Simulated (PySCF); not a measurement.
[Pb(H2O)6]4+: from a saddle point downhill

PySCF 2.14.0, RKS PBE0, Pb def2-SVP with ECP60, O def2-SVP, H def2-SVP; non-relativistic Hamiltonian with scalar-relativistic core potentials where named; density fitting; no spin-orbit coupling. Relaxed within the symmetry of its start, the geometry (D2d) is

```xyz
19

Pb    0.0000    0.0000    0.0000
O     0.0000    0.0000    2.2248
H     0.5898    0.5356    2.8113
H    -0.5898   -0.5356    2.8113
O     0.0000    0.0000   -2.2248
H     0.5898   -0.5356   -2.8113
H    -0.5898    0.5356   -2.8113
O     2.2157    0.0000    0.0000
H     2.7966   -0.5670    0.5670
H     2.7966    0.5670   -0.5670
O     0.0000    2.2248    0.0000
H     0.5898    2.8113    0.5356
H    -0.5898    2.8113   -0.5356
O    -2.2157    0.0000    0.0000
H    -2.7966    0.5670    0.5670
H    -2.7966   -0.5670   -0.5670
O     0.0000   -2.2248    0.0000
H    -0.5898   -2.8113    0.5356
H     0.5898   -2.8113   -0.5356
```

and its lowest harmonic modes are -238, -113, -113, 40, 79, 79 cm⁻¹ (negative: unstable). It was moved along the lowest mode and relaxed again, within the group D2 that the move left.

(1) Where does it end, and how much lower?

(2) How do the contacts change?

(3) Is the end a minimum?

State: singlet.

## Answers

(1) In Th, 0.177 eV lower, after 21 steps:
```xyz
19

Pb    0.0000    0.0000    0.0000
O     0.0000    0.0000    2.2175
H     0.8017   -0.0068    2.7981
H    -0.8017    0.0068    2.7981
O     0.0000    0.0000   -2.2175
H     0.8017    0.0068   -2.7981
H    -0.8017   -0.0068   -2.7981
O     2.2175    0.0000    0.0000
H     2.7981   -0.8017   -0.0014
H     2.7981    0.8017    0.0014
O     0.0000    2.2176    0.0000
H     0.0074    2.7982    0.8018
H    -0.0074    2.7982   -0.8018
O    -2.2175    0.0000    0.0000
H    -2.7981    0.8017   -0.0014
H    -2.7981   -0.8017    0.0014
O     0.0000   -2.2176    0.0000
H    -0.0074   -2.7982    0.8018
H     0.0074   -2.7982   -0.8018
```

(2) 
| contact | saddle (Å) | end (Å) |
| --- | --- | --- |
| Pb1–O2 (H2O) | 2.225 | 2.218 |
| Pb1–O5 (H2O) | 2.225 | 2.218 |
| Pb1–O8 (H2O) | 2.216 | 2.218 |
| Pb1–O11 (H2O) | 2.225 | 2.218 |
| Pb1–O14 (H2O) | 2.216 | 2.218 |
| Pb1–O17 (H2O) | 2.225 | 2.218 |


(3) Yes; lowest modes 79, 79, 79, 100, 100, 100 cm⁻¹.
